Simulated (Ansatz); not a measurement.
`C=[CH][GeH3]` + `[SiH3]S` → `[SiH3][S][GeH3]` + `C=C` at 400 K and 1 bar (ligand exchange at a Ge–C bond).

Isolated molecules relaxed with PBE0-D4/def2-TZVP in Ansatz; ΔE leaves out vibrations. CCSD(T)/CBS is the MP2 limit (def2-TZVPP, def2-QZVPP) plus CCSD(T) − MP2 in def2-TZVPP, frozen cores. This one scheme is used for every species. For Ge outer-core shells are correlated without core-valence functions, which leaves a few kJ/mol of doubt a bond. Scalar relativity is left out up to krypton.

```json
{"species": "`C=[CH][GeH3]`", "CCSD(T)/CBS energy (Eh)": "-2155.78858", "H − E (kJ/mol)": "196.1", "S (J/(mol·K))": "325.8"}
{"species": "`[SiH3]S`", "CCSD(T)/CBS energy (Eh)": "-689.27336", "H − E (kJ/mol)": "109.8", "S (J/(mol·K))": "293.0"}
{"species": "`[SiH3][S][GeH3]`", "CCSD(T)/CBS energy (Eh)": "-2766.60510", "H − E (kJ/mol)": "163.4", "S (J/(mol·K))": "384.4"}
{"species": "`C=C`", "CCSD(T)/CBS energy (Eh)": "-78.48111", "H − E (kJ/mol)": "149.4", "S (J/(mol·K))": "232.7"}
```

H − E and S are ideal-gas, rigid-rotor, harmonic terms from PBE0-D4/def2-TZVP. 1 Eh = 2625.50 kJ/mol, R = 8.31446 J/(mol·K).

Question: By hand: ΔE, ΔH, ΔS and ΔG.

Answer: ΔE = (-2766.60510) + (-78.48111) − (-2155.78858) − (-689.27336) = -0.02427 Eh = -63.7 kJ/mol. Δ(H − E) = 163.4 + 149.4 − 196.1 − 109.8 = 6.9, so ΔH = -56.8 kJ/mol. ΔS = 384.4 + 232.7 − 325.8 − 293.0 = -1.7 J/(mol·K). ΔG = -56.8 − 400 × (-1.7)/1000 = -56.1 kJ/mol.

Question: By hand: the equilibrium constant, and the temperature at which ΔG would vanish if ΔH and ΔS stayed fixed.

Answer: log₁₀ K = −ΔG/(RT ln 10) = 7.3. ΔG = 0 at ΔH/ΔS = 33412 K, far beyond where these terms or the molecules hold.

The number of gas molecules stays the same, so ΔS is small and ΔH decides. A doubt of 5 kJ/mol in ΔE shifts log₁₀ K by 0.7 here. Modes under 60 cm⁻¹, often nearly free rotors, make the harmonic entropy too high. These are equilibria of isolated gas molecules and say nothing of rates. Largest T1 diagnostic: 0.012 (customary marks: 0.02 for closed shells, 0.045 for open ones).
